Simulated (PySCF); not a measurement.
Structure problem from calculated spectra and properties.

Elements present: C, H, O and S. Monoisotopic mass: 144.0609 u.

* 13C NMR: chemical shifts (computed TMS as zero) by class: 219.8 (1 C), 55.4 (1 C), 41.9 (1 C), 38.8 (1 C), 37.7 (1 C), 27.2 (1 C), 17.2 (1 C) ppm [GIAO PBE0/pcSseg-1]
* Rotational structure: rotational constants A, B, C: 2.470, 0.783, 0.617 GHz [GFN2-xTB]
* NMR, other nuclei: isotropic shieldings of nuclei other than C and H, by class: -308 (1 O), 565 (1 S) ppm [GIAO PBE0/pcSseg-1]
* Dipole: 1.81 D [PBE0/pcSseg-1]
* 1H NMR: chemical shifts (computed TMS as zero) by class: 3.45 (1 H), 3.32 (1 H), 3.03 (1 H), 2.62 (1 H), 2.10 (1 H), 2.01 (1 H), 1.36 (1 H), 1.17 (1 H), 1.09 (3 H), 0.77 (1 H) ppm [GIAO PBE0/pcSseg-1]

Gas-phase values; electronic properties from PySCF, density fitting. Levels stand in brackets. One conformer (not necessarily the lowest) at the GFN2-xTB geometry, without solvent, vibrations or thermal averaging. NMR values are class means; diastereotopic atoms form classes of their own.

Q: Which formula fits the mass and the elements?

A: C7H12OS (calculated 144.0609). No other formula that holds each of these elements comes within 0.0003 u with a fitting electron parity and a possible valence count.

Q: What is the compound? Reason from the data.

A: Numbering: `[CH3:1][CH2:2][CH2:3][C@H:4]1[CH2:5][S:6][CH2:7][C:8]1=[O:9]`. Its formula, C7H12OS, gives 2 degrees of unsaturation: 1 ring and 1 π bond in the structure found. 7 carbons fall into 7 classes; from least to most shielded: ketone carbonyl carbon [C8] (219.8 ppm), sp3 carbon next to a carbonyl [C4] (55.4 ppm), ring sp3 carbon bound to sulfur [C7] (41.9 ppm), ring sp3 carbon bound to sulfur [C5] (38.8 ppm), chain CH2 carbon [C3] (37.7 ppm), chain CH2 carbon [C2] (27.2 ppm), methyl carbon [C1] (17.2 ppm). Hydrogen classes from least to most shielded: 1 H on an sp3 carbon bound to sulfur, C7 (3.45 ppm), 1 H on an sp3 carbon bound to sulfur, C7 (3.32 ppm), 1 H on an sp3 carbon bound to sulfur, C5 (3.03 ppm), 1 H on an sp3 carbon bound to sulfur, C5 (2.62 ppm), 1 H on a chain CH2 carbon, C3 (2.10 ppm), 1 H on an sp3 carbon next to a carbonyl, C4 (2.01 ppm), 1 H on a chain CH2 carbon, C2 (1.36 ppm), 1 H on a chain CH2 carbon, C2 (1.17 ppm), 3 H on a methyl carbon, C1 (1.09 ppm), 1 H on a chain CH2 carbon, C3 (0.77 ppm). The other shieldings belong to: -308 ppm, ketone oxygen [O9]; 565 ppm, sulfide sulfur [S6]. The optimised geometry has point group C1 and is an asymmetric top. Structure: `CCC[C@H]1CSCC1=O`. Computed isomers that give other values at the same levels: `C=CC/C(=C/C)[S@@](C)=O` (13C chemical shifts (computed TMS as zero) by class: 164.1 (1 C), 148.4 (1 C), 131.2 (1 C), 121.3 (1 C), 46.5 (1 C), 38.3 (1 C), 17.3 (1 C) ppm); `C=C(C)CO[C@H]1CCS1` (13C chemical shifts (computed TMS as zero) by class: 152.2 (1 C), 118.9 (1 C), 85.5 (1 C), 75.5 (1 C), 36.3 (1 C), 23.2 (1 C), 21.4 (1 C) ppm); `C=C[S@](=O)CC1CCC1` (13C chemical shifts (computed TMS as zero) by class: 157.3 (1 C), 123.6 (1 C), 74.8 (1 C), 28.0 (1 C), 27.3 (1 C), 27.2 (1 C), 16.2 (1 C) ppm). The assignments are read from this structure; whether some other isomer fits the data as well wasn't checked. The mirror image fits equally.
